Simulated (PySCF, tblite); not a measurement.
C₃H₁₅NSSi₃.
Cartesian coordinates in Å at the GFN2-xTB level; atoms count from 1:
```
atom  x, y, z in Å
C1    -2.3509    0.1690    0.9391
C2    -0.9132   -0.3022    0.7131
Si3   -0.8563   -2.1783    0.3900
Si4   -0.0559    0.6961   -0.6617
N5    -0.9012    0.4251   -2.1413
S6    -0.1608    2.8263   -0.1457
C7     1.7617    0.2358   -0.9464
Si8    2.8808    0.2747    0.5842
H9    -2.3894    1.2444    1.1103
H10   -2.9703   -0.0548    0.0730
H11   -2.7918   -0.3265    1.8029
H12   -0.3561   -0.1150    1.6375
H13    0.5343   -2.6170    0.2554
H14   -1.6042   -2.4999   -0.8252
H15   -1.4697   -2.8645    1.5328
H16   -0.4885    0.7661   -2.9949
H17   -1.8943    0.5930   -2.1622
H18    0.5305    2.7412    0.9784
H19    1.7865   -0.7624   -1.3784
H20    2.1762    0.9073   -1.6977
H21    2.3691   -0.6427    1.6058
H22    2.9219    1.6306    1.1430
H23    4.2371   -0.1192    0.1982
```

Method: PBE0/pcSseg-1 in PySCF (dipole) on a GFN2-xTB geometry, gas phase.

Masses are those of the commonest isotopes; rigid-rotor values at the optimised geometry. The values belong to one conformer with, in the numbering `[CH3:1][C@@H:2]([SiH3:3])[Si@@:4]([NH2:5])([SH:6])[CH2:7][SiH3:8]`, C1–C2–Si4–N5 -63°, C2–Si4–N5–H -171° and 54°, C2–Si4–S6–H 62°, C2–Si4–C7–Si8 -53°.

Q: Give the principal moments of inertia and the rotational constants in GHz.

A: Ia = 524.84, Ib = 634.79, Ic = 886.33 u·Å²; 505379 MHz·u·Å²/I gives 962.9, 796.1 and 570.2 MHz, that is A = 0.9629, B = 0.7961, C = 0.5702 GHz.

Q: What kind of rotor is it?

A: An asymmetric top: κ = (2 × 796.1 − 962.9 − 570.2)/(962.9 − 570.2) = 0.15.

Q: What does the inertial defect say?

A: Not planar: Δ = Ic − Ia − Ib = -273.29 u·Å². For a rigid frame Δ = −2 Σ m c², so Σ m c² = 136.65 u·Å² lies off the ab plane: 32.90 from hydrogen and 103.75 from heavier atoms. The atom farthest from that plane is 2.69 Å away.

Q: Give the other two planar moments, Paa and Pbb, and the rms extents of the mass along the axes.

A: Paa = Σ m a² = (Ib + Ic − Ia)/2 = 498.14 and Pbb = Σ m b² = (Ia + Ic − Ib)/2 = 388.19 u·Å². With the mass M = 181.02 u, the rms extents √(P/M) along a, b and c are 1.66, 1.46, 0.87 Å.

Q: Where do the levels up to J = 2 lie, in MHz?

A: Above 0(0,0):
J = 1: 1(0,1) 1366, 1(1,1) 1533, 1(1,0) 1759
J = 2: 2(0,2) 3976, 2(1,2) 4040, 2(1,1) 4718, 2(2,1) 5218, 2(2,0) 5341
Those of J = 1 are B + C, A + C and A + B.

Q: Predict some low-J microwave lines.

A: The dipole components are |μa| = 0.50 D, |μb| = 0.28 D, |μc| = 0.71 D. The squared components, which scale the intensities, stand as 0.48 : 0.15 : 1.00 (a : b : c). Some lines, for components of 0.1 D or more:

| type | branch | J(Ka,Kc) | MHz | lower level (cm⁻¹) |
| --- | --- | --- | --- | --- |
| b | Q | 1(1,0) ← 1(0,1) | 393 | 0.046 |
| b | Q | 2(2,0) ← 2(1,1) | 624 | 0.157 |
| b | Q | 2(1,1) ← 2(0,2) | 742 | 0.133 |
| a | R | 1(0,1) ← 0(0,0) | 1366 | 0.000 |
| b | R | 1(1,1) ← 0(0,0) | 1533 | 0.000 |
| c | R | 1(1,0) ← 0(0,0) | 1759 | 0.000 |
| a | R | 2(1,2) ← 1(1,1) | 2507 | 0.051 |
| b | R | 2(1,2) ← 1(0,1) | 2674 | 0.046 |
| a | R | 2(1,1) ← 1(1,0) | 2959 | 0.059 |
| c | R | 2(1,1) ← 1(0,1) | 3351 | 0.046 |
| c | R | 2(2,0) ← 1(1,0) | 3582 | 0.059 |
| c | R | 2(2,1) ← 1(1,1) | 3685 | 0.051 |
| b | R | 2(2,0) ← 1(1,1) | 3808 | 0.051 |

Q: Estimate the classical rotational partition function at 50 K, 100 K and 500 K.

A: Point group C1, symmetry number σ = 1; q = (√π/σ)·√((kT/h)³/(ABC)), k/h = 20836.6 MHz/K: 90200 at 50 K, 255000 at 100 K, 2850000 at 500 K.

Its GFN2-xTB frequencies are all real (lowest 33 cm⁻¹). Constants of a rigid frame at the computed geometry: no zero-point averaging, no centrifugal distortion. A rigid rotor knows nothing of inversion at nitrogen or internal rotation, which can split or shift real lines. Quadrupole hyperfine structure (14N) is left out.

Time: 63 s; peak memory 1.0 GiB. Hardware: one thread, Arm Neoverse V1 (aarch64), no GPU, shared host with 32 logical CPUs at a one-minute load of 20. This is the PBE0/pcSseg-1 job that gave the dipole, with the shieldings it also computed.
